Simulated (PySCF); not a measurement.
## [OsO3Cl3]− at several levels of theory

Computed with PySCF 2.14.0 (density fitting, no spin-orbit coupling) at the geometry relaxed with B3LYP:

```xyz
7
[OsO3Cl3]− (singlet)
Os    0.1879    0.0385    0.0000
O    -0.1727    0.3340    1.6702
O    -0.1727    0.3340   -1.6702
O     1.8822   -0.2618    0.0000
Cl    0.4149    2.4928    0.0000
Cl   -2.2900   -0.4092    0.0000
Cl    0.1326   -2.4066    0.0000
```

```
level                                               basis    state  HOMO (eV)  gap (eV)  charge on Os1 (e)  dipole about the centre of mass (D)  largest force component (eV/Å)
B3LYP     Os def2-SVP with ECP60, O def2-SVP, Cl def2-SVP  singlet      -3.39      2.38               0.87                                 1.46                            0.02
M06-L                                            the same  singlet      -2.74      1.08               1.26                                 1.67                            0.34
 BP86                                            the same  singlet      -2.39      1.04               0.71                                 1.39                            0.94
wB97X                                            the same  singlet      -6.04      6.82               0.98                                 2.01                            1.52
B3LYP  Os def2-TZVP with ECP60, O def2-TZVP, Cl def2-TZVP  singlet      -3.81      2.48               1.33                                 1.77                            0.25
B3LYP          Os x2c-SVPall, O x2c-SVPall, Cl x2c-SVPall  singlet      -3.41      2.31               0.33                                 1.22                            0.76
```

Charges are Mulliken's, which hang on the basis. The relaxation used the grid (50, 194), these runs (75, 302) or, all-electron (x2c bases, spin-free X2C Hamiltonian), (99, 590).

**Question.** What does revPBE with Os def2-SVP with ECP60, O def2-SVP, Cl def2-SVP give here?

**Answer.** state singlet, HOMO (eV) -2.26, gap (eV) 1.05, charge on Os1 (e) 0.75, dipole about the centre of mass (D) 1.45, largest force component (eV/Å) 1.04. Time: 11 s on 2 threads of Arm Neoverse V1 (shared host), from an already converged density.

In the first row's basis the gap widens with exact exchange: 1.0 to 1.1 eV for BP86, revPBE, M06-L (none); 2.4 eV for B3LYP (a fixed share); 6.8 eV for wB97X (rising or full at long range).
